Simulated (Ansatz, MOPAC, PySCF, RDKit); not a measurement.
Complex: HF (SMILES F) (first 2 atoms) with HI (SMILES I); geometry from B3LYP-D3(BJ)/def2-TZVP, rigid monomers moved along the line of their centres of mass till H2···I3 is 2.38 Å.
(charge 0, multiplicity 1):
```xyz
4

F     -0.07014     0.47503    -0.24116
H      0.00476     0.03463     0.57653
I      0.19197    -0.92543     2.74314
H      0.15328     0.54680     3.40969
```

Counterpoise-corrected where a basis set is named; no monomer relaxation. Rows marked so take none. RDKit's UFF carries no charges.

Correlated levels freeze the cores. Filled d and f shells under p-block atoms count as core. Rows in 3-21G carry no dispersion term and start afresh at each structure; the Pople sets are all-electron and without relativity. The state that PM3 reach isn't checked.

Codes used: Ansatz (a program for electronic structure); MOPAC for PM3 (differences of heats of formation); PySCF for 3-21G rows; RDKit for the force fields. Values without a source in brackets are computed. In def2 rows elements past Kr take small-core potentials, without spin–orbit coupling.

```tsv
level	interaction energy (kJ/mol)
UFF	63.5
PM3	26.9
HF/3-21G (no counterpoise)	12.3
HF/def2-TZVPPD	5.7
B3LYP/def2-TZVPPD	-5.7
SCS-MP2/def2-QZVPPD	-2.6
CCSD/def2-SVPD	1.3
CCSD/def2-QZVPPD	-3.2
CCSD(T)/def2-QZVPPD	[?]
```

Task: Complete the blanks.

Result: 
- CCSD(T)/def2-QZVPPD, interaction energy (kJ/mol): -5.0
